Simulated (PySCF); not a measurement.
Species: C₅H₉BNP.
SMILES: `[PH3+][BH2-]C1=CC=NC=C1`

The closed-shell SCF was solved with PySCF and density fitting under several settings on one GFN2-xTB geometry (grid level 2 and gas phase unless stated).

```
                                                                             settings  basis functions  SCF cycles     E (Eh)  HOMO (eV)  LUMO (eV)  dipole (D)
                                                                        PBE0/pcSseg-1              188          14  -616.3636      -6.94      -0.68        5.47
                                                                  CAM-B3LYP/def2-SVPD              236          13  -616.4310      -8.40       0.33        5.42
                                                         PBE0/def2-SVPD, grid level 1              236          11  -616.1264      -6.97      -0.74        5.28
PBE0/pcSseg-1, IEF-PCM tetrahydrofuran, energy threshold 1e-07 Eh, start guess huckel              188          11  -616.3774      -7.25      -0.70        7.04
                 PBE0/pcSseg-1, damping 0.1 at the start, DIIS from the seventh cycle              188          17  -616.3636      -6.94      -0.68        5.47
```

Q: Estimate the rows for these settings: (1) BP86/IGLO-II, IEF-PCM methanol; (2) BLYP/pcSseg-1; (3) wB97X/pcSseg-1, grid level 1, start guess sap.

A: 
```csv
settings,basis functions,SCF cycles,E (Eh),HOMO (eV),LUMO (eV),dipole (D)
"BP86/IGLO-II, IEF-PCM methanol",243,16,-616.9755,-5.88,-1.68,7.06
BLYP/pcSseg-1,188,16,-616.7050,-5.27,-1.39,5.22
"wB97X/pcSseg-1, grid level 1, start guess sap",188,16,-616.7484,-9.39,1.39,5.64
```

Q: Over all rows, what range does the HOMO–LUMO gap span?

A: From 3.88 eV (BLYP/pcSseg-1) to 10.78 eV (wB97X/pcSseg-1, grid level 1, start guess sap). The functional of the narrowest has no exact exchange, that of the widest range-separated exact exchange.

Q: Compare two rows with the functional PBE0: PBE0/pcSseg-1, damping 0.1 at the start, DIIS from the seventh cycle and PBE0/def2-SVPD, grid level 1. Which energy is lower, and by how much?

A: PBE0/pcSseg-1, damping 0.1 at the start, DIIS from the seventh cycle (188 functions) lies 0.2372 Eh or 149 kcal/mol below PBE0/def2-SVPD, grid level 1 (236 functions). The smaller set gives the lower energy; the two sets aren't nested, so the variational bound doesn't order them by size.

Cycle counts include a coarse-grid stage where the run had one. One conformer (not necessarily the lowest) at the GFN2-xTB geometry, without vibrations or thermal averaging.

The values belong to the conformer `[PH3+:1][BH2-:2][c:3]1[cH:4][cH:5][n:6][cH:7][cH:8]1`: P1–B2–C3–C4 67°.
